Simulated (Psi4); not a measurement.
tin monoxide (OSn), singlet, at a GFN2-xTB geometry (such geometries of metal compounds can be far from the true shape) (core potentials on Sn). Base run: PBE/def2-SVP in Psi4.

Input for Psi4:
```
memory 2 GB

molecule {
0 1
  Sn   -0.00000000   -0.00000000   -0.24879316
  O     0.00000000    0.00000000    1.55495727
}

set basis def2-svp

energy('pbe')
print_variables()
```

Variants of this job, named by their change:

| change | basis functions | E (Eh) | dipole (D) |
|---|---|---|---|
| base | 40 | -289.37403 | 3.30 |
| basis = def2-SV(P) | 40 | -289.37403 | 3.30 |
| basis = def2-SVPD | [?] | [?] | [?] |
| basis = def2-TZVPP | 81 | -289.48443 | 3.74 |
| basis = def2-TZVP | 81 | -289.48443 | 3.74 |
| basis = def2-TZVPD | [?] | [?] | [?] |
| basis = def2-QZVPP | 139 | -289.49200 | 3.82 |
| basis = def2-QZVP | 139 | -289.49200 | 3.82 |

Problem. What belongs in the gaps?

Solution. 
- basis = def2-SVPD, basis functions: 55
- basis = def2-SVPD, E (Eh): -289.38637
- basis = def2-SVPD, dipole (D): 3.97
- basis = def2-TZVPD, basis functions: 96
- basis = def2-TZVPD, E (Eh): -289.48627
- basis = def2-TZVPD, dipole (D): 3.88

Totals compare only among sets that treat the same electrons; sets with core potentials leave the core out.
